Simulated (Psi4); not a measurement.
magnesium atom (Mg), singlet.

Psi4 was given this input:
```
memory 2 GB

molecule {
0 1
  Mg    0.00000000    0.00000000    0.00000000
}

set basis aug-cc-pvdz

energy('svwn')
print_variables()
```

Task: What does this run give for the dipole moment, total energy, number of basis functions?

Result: 
```
Item                                Value
-------------------------  --------------
dipole moment                      0.00 D
total energy               -199.359951 Ha
number of basis functions              27
```
